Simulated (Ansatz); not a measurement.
Job for Ansatz (a first-principles code): R-CCSD(T)/def2-SVP on BiH3O3 (SMILES [OH][Bi]([OH])[OH]), a point of a torsion scan. Elements past Kr take the def2 small-core potentials; no spin–orbit coupling. The run froze 12 orbitals, filled d shells among them.

Ansatz 0.2 input:
```yaml
crystal:
  periodic: [false, false, false]
  atoms:
    - {symbol: O, position_ang: [-1.40306400, -0.97346738, -0.38346585]}
    - {symbol: Bi, position_ang: [0.51279326, -0.40705205, 0.03588948]}
    - {symbol: O, position_ang: [0.21901165, -0.66224602, 2.04407585]}
    - {symbol: O, position_ang: [-0.01761561, 1.56035100, 0.19603825]}
    - {symbol: H, position_ang: [-2.04292939, -0.39959297, 0.03405619]}
    - {symbol: H, position_ang: [-0.70682192, -0.77592975, 2.25192672]}
    - {symbol: H, position_ang: [-0.42452740, 1.73773256, 1.04256627]}
basis:
  gaussian:
    orbitals: def2-SVP
magnetization: {spin_polarized: false}
correlation: {method: ccsd_t, electrons: outside_noble_gas}
scf: {lower_state_search: off}
```

The head of its log:

```
WARN ansatz: RAYON_NUM_THREADS=1 ignored (pool sized by the plan → 1); use --threads N
Functional definition: HF
these checks for a lower state are left out or cut short: stability, starts, cluster_reference, orbital_swaps, neighbouring_geometries, increment
integrals: 0.08 GiB planned
879 factors; integrals over basis functions are off by at most 8.9e-4 eV
mean field: 0.22 GiB planned
mean field evaluation 1: about -11958.4673 eV, gradient 5.7e1 eV
mean field evaluation 2: about -11958.6029 eV, gradient 5.8e1 eV
mean field evaluation 4: about -11964.8197 eV, gradient 2.6e0 eV
mean field evaluation 8: about -11964.8729 eV, gradient 2.0e-1 eV
mean field -11964.87323292 eV, -439.7009812274 hartree, gradient 8.1e-6 eV, S^2 0.000000; 0 other end points of the search recorded, 0 dependent functions left out
12 core orbitals not correlated
reference -11964.87323292 eV, -439.7009812274 hartree; 13, 13 occupied and 58, 58 virtual orbitals, 879 factors
```

Problem. Give the final energy of this run.

Solution. -440.3937 hartree (reference determinant -439.7010, T1 diagnostic 0.016).
